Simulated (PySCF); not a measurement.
AlBrH2O. Atoms are numbered in the order given.

```xyz
5

Al    -0.5630    -1.1098     0.0000
H     -2.0761    -1.5021     0.0000
Br     0.0882     1.0511     0.0000
O      0.5956    -2.3349     0.0000
H      1.5417    -2.1802     0.0000
```
Charge 0, spin multiplicity 1.

Coordinates come from a r2SCAN-D4/def2-TZVP optimisation. The values are those of a single conformer.

The numbers are results of TDDFT-CAM-B3LYP/def2-SVPD in PySCF, not measurements.

Vertical excitations.  State labels are in the subgroup Cs.

Computed excitation energies, oscillator strengths and character:
| state | symmetry | energy (eV) | λ (nm) | f | main pairs |
|---|---|---|---|---|---|
| S1 | A" | 6.50 | 191 | 0.002 | HOMO→LUMO 97 % |
| S2 | A' | 6.89 | 180 | 0.048 | HOMO→LUMO+1 71 %, HOMO−1→LUMO 17 % |
| S3 | A" | 7.03 | 176 | 0.026 | HOMO−1→LUMO+1 83 % |
| S4 | A' | 7.06 | 176 | 0.043 | HOMO−1→LUMO 73 %, HOMO→LUMO+1 15 % |
| S5 | A" | 7.20 | 172 | 0.017 | HOMO−2→LUMO 94 % |
| S6 | A' | 7.94 | 156 | 0.172 | HOMO−2→LUMO+1 65 %, HOMO−4→LUMO+1 10 % |
| S7 | A" | 7.95 | 156 | 0.062 | HOMO−3→LUMO+1 63 %, HOMO−4→LUMO 17 % |
| S8 | A" | 8.11 | 153 | 0.079 | HOMO−4→LUMO 79 %, HOMO−3→LUMO+1 14 % |
| S9 | A' | 8.14 | 152 | 0.024 | HOMO−3→LUMO 70 % |
| S10 | A' | 8.30 | 149 | 0.105 | HOMO→LUMO+2 50 %, HOMO−4→LUMO+1 14 %, HOMO−3→LUMO 11 % |
| T1 | A" | 6.26 | 198 | 0 | HOMO→LUMO 78 %, HOMO−2→LUMO 15 % |
| T2 | A' | 6.42 | 193 | 0 | HOMO−1→LUMO 94 % |
| T3 | A' | 6.53 | 190 | 0 | HOMO→LUMO+1 80 % |
| T4 | A" | 6.68 | 186 | 0 | HOMO−1→LUMO+1 40 %, HOMO−2→LUMO 39 %, HOMO→LUMO 9 % |
Triplets are in the Tamm–Dancoff approximation, which puts them higher than full response would, so one can lie above its singlet here.
